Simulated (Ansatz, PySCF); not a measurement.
Stretching the Ge1–Cl2 bond in ClGeH3 (SMILES [Cl][GeH3]) (multiplicity 1 held, fragments rigid). Energies count from the point at 2.175 Å.
Geometry at that point (charge 0, multiplicity 1):
```csv
atom,x (Å),y (Å),z (Å)
Ge,-0.6844,0.0316,0.0036
Cl,1.4882,-0.0688,-0.0077
H,-1.0696,1.4667,-0.3737
H,-1.1432,-0.3267,1.4217
H,-1.1862,-0.9829,-1.0303
```

R- and RO- levels are restricted; in cc, def2 and unpolarised 6-31G sets they are followed outwards from rest. U- levels take the lowest unrestricted solution at each point, which mixes spins at long bonds. Left out are points that failed, MP2 points that dive below the minimum, coupled-cluster points behind a jump of the amplitudes or a sharp parting from full CI or MRCI, small-basis points behind a change of solution, and semi-empirical points at long bonds. Levels need not reach the same state.

Cores are frozen in the correlated methods. Filled d and f shells under p-block atoms count as core. Rows in 3-21G carry no dispersion term and start afresh at each structure; the Pople sets are all-electron and without relativity.

Programs: Ansatz (a quantum-chemistry and plane-wave program) with Gaussian orbitals; PySCF for 3-21G rows. Each number belongs to the level named beside it.

Energies in kcal/mol.

```tsv
R (Å)	R-HF/3-21G	R-r2SCAN/def2-TZVPP	R-B3LYP/def2-TZVPP	U-wB97X-V/def2-TZVPP	U-MP2/def2-TZVPP	R-SCS-MP2/def2-TZVPP
1.740	91.4	64.5	68.3	65.4	68.7	69.6
1.957	20.3	10.1	11.9	10.1	11.2	11.6
2.175	0.0	0.0	0.0	0.0	0.0	0.0
2.392	2.2	7.5	6.1	8.2	7.8	7.4
2.610	13.5	21.1	18.7	22.9	22.5	21.8
2.936	34.7	43.0	39.5	46.9	46.7	45.5
3.262	55.4	61.7	57.7	68.3	78.7	66.7
3.806	84.1	84.0	80.0	89.5	96.1	93.7
4.350	105.2	97.2	93.9	97.5	100.0	111.8
5.002	122.4	105.5	103.4	100.1	101.1	123.9
5.872	135.9	110.4	109.6	100.7	101.4	127.6
6.960	left out	112.6	113.0	100.7	101.5	121.0
```

Doubts at one or more of the structures used: a restricted determinant that unrestricted orbitals would lower (R-HF/3-21G, R-r2SCAN/def2-TZVPP, R-B3LYP/def2-TZVPP, R-SCS-MP2/def2-TZVPP); a spin-contaminated determinant (U-wB97X-V/def2-TZVPP, U-MP2/def2-TZVPP).
